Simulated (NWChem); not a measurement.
System: C3H5N2 cation; SMILES c1[nH+][nH]cc1

```xyz
10

C      0.0000     0.0000    -1.2379
C      0.0000    -1.1084    -0.3973
N      0.0000    -0.6670     0.8660
N      0.0000     0.6670     0.8660
C      0.0000     1.1084    -0.3973
H      0.0000     0.0000    -2.3254
H      0.0000    -2.1753    -0.6181
H      0.0000    -1.2014     1.7321
H      0.0000     1.2014     1.7321
H      0.0000     2.1753    -0.6181
```
Atoms are numbered in this order, from 1.

Computed with NWChem. Coordinates come from a PBE0/def2-SVP optimisation. Atomic charges in e: unrestrained fits to the electrostatic potential beside Mulliken populations; buried atoms are poorly determined by the fit.

### Question
Predict the results for B3LYP/def2-SVP. Quantities: ESP C1; Mulliken C1; ESP C2; Mulliken C2; ESP N3; Mulliken N3; ESP N4; Mulliken N4; ESP C5; Mulliken C5; relative RMS misfit of the potential (%).

### Answer
The ESP C1 is -0.12. The Mulliken C1 is -0.05. The ESP C2 is 0.02. The Mulliken C2 comes out as 0.16, the ESP N3 is -0.07 and the Mulliken N3 comes out as 0.02. The ESP N4 is -0.07 and the Mulliken N4 comes out as 0.02. The ESP C5 is 0.02 and the Mulliken C5 is 0.16. The relative RMS misfit of the potential (%) is 3.
